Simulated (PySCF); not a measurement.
# Krypton: a sound run and one with changed settings

Sound run: Kr⁺ [Ar] 3d10 4s2 4p5, Kr²⁺ [Ar] 3d10 4s2 4p4. All numbers are calculated (PySCF 2.14, the spin-free X2C one-electron Hamiltonian (Gaussian nucleus), in cc-pVTZ-DK). The sound run starts from symmetry-adapted Hartree-Fock orbitals and uses a fine grid where one is needed.

Changed run: 6 angular points. This setting is unsound on purpose.

| species | method | sound run (hartree) | changed run (hartree) | converged |
| --- | --- | --- | --- | --- |
| Kr⁺ | UHF | -2787.69343 | -2787.69343 | yes |
| Kr⁺ | B3LYP | -2789.54678 | -2791.80836 | yes |
| Kr⁺ | LDA | -2785.61864 | -2789.24973 | yes |
| Kr²⁺ | UHF | -2786.83979 | -2786.83979 | yes |
| Kr²⁺ | B3LYP | -2788.64812 | -2790.59360 | yes |
| Kr²⁺ | LDA | -2784.71427 | -2787.83521 | yes |

Ionisation energy of Kr⁺:

```csv
method,sound run (eV),changed run (eV)
UHF,23.229,23.229
```

A coarse angular grid integrates products of high-l functions wrongly, so density functionals can shift, and the SCF can exploit the error; Hartree-Fock and MP2 need no grid.

For comparison, NIST gives 24.360 eV between the lowest levels.
